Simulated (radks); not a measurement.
Task: Lu XXXIV, 38 electrons, occupied as [Kr] 4d2 (the NIST ground configuration). All-electron calculation, non-relativistic Kohn-Sham, LB94 model potential, spin-polarised, spherical densities, point nucleus; open shells are filled with parallel spins first (spin-orbit coupling, left out, can overturn this in heavy ions); relativity is left out, which matters for an element this heavy. Program: a radial shooting solver on a logarithmic mesh with Libxc functionals. Some entries of the table are withheld. Estimate them.

orbital,occ.,eigenvalue (eV),<r^2> (bohr^2),<1/r> (bohr^-1)
1s down,1,-59979.05,0.0006077,70.49
1s up,1,-59978.94,0.0006077,70.49
2s up,1,-10897.43,0.009532,16.51
2s down,1,-10896.57,0.009530,16.51
2p up,3,-10489.69,0.007055,16.55
2p down,3,-10489.27,0.007053,16.55
3s down,1,-3457.012,0.05897,6.377
3s up,1,-3456.796,0.05894,6.381
3p up,3,-3270.801,0.05452,6.334
3p down,3,-3270.638,0.05455,6.330
3d up,5,-2927.074,0.04241,6.249
3d down,5,-2926.027,0.04245,6.246
4s up,1,-1556.822,0.2401,3.076
4s down,1,-1553.254,0.2399,3.080
4p up,3,-1477.370,0.2399,3.025
4p down,3,-1473.892,0.2396,3.030
4d up,2,-1336.499,0.2329,(1)
4d down,0,-1333.450,0.2324,(2)

Result: 
(1) 4d up <1/r> (bohr^-1): 2.924
(2) 4d down <1/r> (bohr^-1): 2.931
